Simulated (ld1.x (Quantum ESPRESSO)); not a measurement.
Pseudopotential generation for Ti (Z = 22): TM, PBE, non-relativistic.

The input file (ld1.x (Quantum ESPRESSO) 7.5):

```
&input
   title='Ti', zed=22., rel=0, dft='PBE', iswitch=3,
   config='[Ar] 3d2 4s0.5 4p0',
   nld=3, rlderiv=3.00, eminld=-3.0, emaxld=5.0, deld=0.02
 /
 &inputp
   pseudotype=2, tm=.true., lloc=-1, rcloc=2.70,
   nlcc=.true., new_core_ps=.true., rcore=1.40,
   file_pseudopw='Ti.UPF', file_wfcaegen='ae.wfc', file_wfcncgen='nc.wfc', file_beta='beta', file_chi='chi'
 /
3
4S  1  0   0.50   0.00  2.75  2.75  0.0
4P  2  1   0.00   0.00  2.35  2.35  0.0
3D  3  2   2.00   0.00  2.45  2.45  0.0
 &test
   configts(1)='3d2 4s0.5 4p0'
 /
```

Command:

```bash
ld1.x < Ti.in > Ti.out
```

The program printed (shortened: banner, matrices, multipoles, cross overlaps and the repeated all-electron block are left out):

```
Program LD1 v.7.5
     --------------------------- All-electron run ----------------------------

     Ti

     atomic number is 22.00
     dft =PBE   lsd =0 sic =0 latt =0  beta=0.20 tr2=1.0E-14
     Exchange-correlation= PBE
                           (   1   4   3   4   0   0   0)
     mesh =1177 r(mesh) = 100.37945 a.u. xmin = -7.00 dx = 0.01250
     1 Ry =  13.60569312 eV

     n l     nl                  e(Ry)          e(Ha)          e(eV)
     1 0     1S 1( 2.00)      -356.3358      -178.1679     -4848.1957
     2 0     2S 1( 2.00)       -39.8566       -19.9283      -542.2768
     2 1     2P 1( 6.00)       -33.4290       -16.7145      -454.8249
     3 0     3S 1( 2.00)        -5.3812        -2.6906       -73.2147
     3 1     3P 1( 6.00)        -3.6892        -1.8446       -50.1937
     3 2     3D 1( 2.00)        -1.1404        -0.5702       -15.5159
     4 0     4S 1( 0.50)        -0.9881        -0.4940       -13.4436
     4 1     4P 1( 0.00)        -0.6936        -0.3468        -9.4372

     final scf error:  4.3E-15 reached in  42 iterations

     Etot =   -1697.194537 Ry,    -848.597268 Ha,  -23091.508035 eV

     Ekin =    1695.686744 Ry,     847.843372 Ha,   23070.993465 eV
     Encl =   -4003.059752 Ry,   -2001.529876 Ha,  -54464.402536 eV
     Eh   =     693.026766 Ry,     346.513383 Ha,    9429.109500 eV
     Exc  =     -82.848294 Ry,     -41.424147 Ha,   -1127.208464 eV

     normalization and overlap integrals

     s(1S/1S) =  1.000000  <r> =   0.0702  <r2> =    0.0066  r(max) =   0.0460
     s(2S/2S) =  1.000000  <r> =   0.3276  <r2> =    0.1268  r(max) =   0.2716
     s(2P/2P) =  1.000000  <r> =   0.2908  <r2> =    0.1043  r(max) =   0.2196
     s(3S/3S) =  1.000000  <r> =   1.0143  <r2> =    1.1863  r(max) =   0.8794
     s(3P/3P) =  1.000000  <r> =   1.0871  <r2> =    1.3910  r(max) =   0.9016
     s(3D/3D) =  1.000000  <r> =   1.4658  <r2> =    2.7787  r(max) =   0.9719
     s(4S/4S) =  1.000000  <r> =   3.0793  <r2> =   10.7488  r(max) =   2.6750
     s(4P/4P) =  1.000000  <r> =   3.6988  <r2> =   15.5521  r(max) =   3.1866

     ------------------------ End of All-electron run ------------------------

     --------------------- Generating NC pseudopotential ---------------------

      Generating local potential from pseudized AE potential:
      Matching radius rcloc =   2.7000

      Local pseudo, rcloc= 2.675 Estimated cut-off energy=     3.19 Ry

      Computing core charge for nlcc:

       r > 1.41 : true rho core
      Core charge pseudized with two Bessel functions
      Integrated core pseudo-charge :  10.04

      Wfc   4S  rcut= 2.743  Using Troullier-Martins method

      Wfc   4P  rcut= 2.361  Using Troullier-Martins method

      Wfc   3D  rcut= 2.420  Using Troullier-Martins method

     ------------------- End of pseudopotential generation -------------------

     Computing logarithmic derivative in   3.01237
     Computing logarithmic derivative in   3.01237
     Computing the partial wave expansion
     R is outside the sphere for l=    0 j= 0.00
     R is outside the sphere for l=    1 j= 0.00
     R is outside the sphere for l=    2 j= 0.00

     ---------------------- Testing the pseudopotential ----------------------

     Ti

     atomic number is 22.00   valence charge is  4.00
     dft =PBE   lsd =0 sic =0 latt =0  beta=0.20 tr2=1.0E-14
     mesh =1177 r(mesh) = 100.37945 xmin = -7.00 dx = 0.01250

     n l     nl             e AE (Ry)        e PS (Ry)    De AE-PS (Ry)
     3 2     3D   1( 2.00)       -1.14040       -1.14040       -0.00000
     1 0     4S   1( 0.50)       -0.98809       -0.98809        0.00000
     2 1     4P   1( 0.00)       -0.69362       -0.69362       -0.00000

     eps = 4.8E-16  iter =  4

     Etot =   -1697.194537 Ry,    -848.597268 Ha,  -23091.508035 eV
     Etotps =   -21.274997 Ry,     -10.637499 Ha,    -289.461081 eV

     Ekin =      11.321357 Ry,       5.660679 Ha,     154.034910 eV
     Encl =     -10.616562 Ry,      -5.308281 Ha,    -144.445691 eV
     Ehrt =       3.153537 Ry,       1.576769 Ha,      42.906058 eV
     Ecxc =     -18.333994 Ry,      -9.166997 Ha,    -249.446702 eV
     (Ecc =     -15.471433 Ry,      -7.735717 Ha,    -210.499574 eV)
     Epseu=      -6.799334 Ry,      -3.399667 Ha,     -92.509656 eV

     ---------------------- End of pseudopotential test ----------------------
```

Generation and configuration tests took about 2.1 s on one core of a shared server CPU.
